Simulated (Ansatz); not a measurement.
Frontier orbitals of `CC[Si](Cl)(Cl)Cl`.

Charge 0, multiplicity 1. Geometry: relaxed with PBE0-D4/def2-TZVP. It is one conformer, not always the lowest. Basis def2-TZVPP, the Gaussian-basis code of Ansatz.

Orbital energies of one run (eV). Highest occupied ones, from the top: -7.75, -7.84, -8.15, -8.17, -8.73, -8.77, -8.96, -9.16, -9.87, -10.48, -10.61, -11.18, -11.66, -13.16. Empty: -0.99, -0.45, -0.24, 0.26, 0.75, 1.37.

Which functional gave them?
A. PBE0
B. LDA (SPW92)
C. CAM-B3LYP
D. BHLYP

B. HOMO energies: LDA (SPW92) -7.75, CAM-B3LYP -10.32, PBE0 -8.95, BHLYP -10.19 eV.
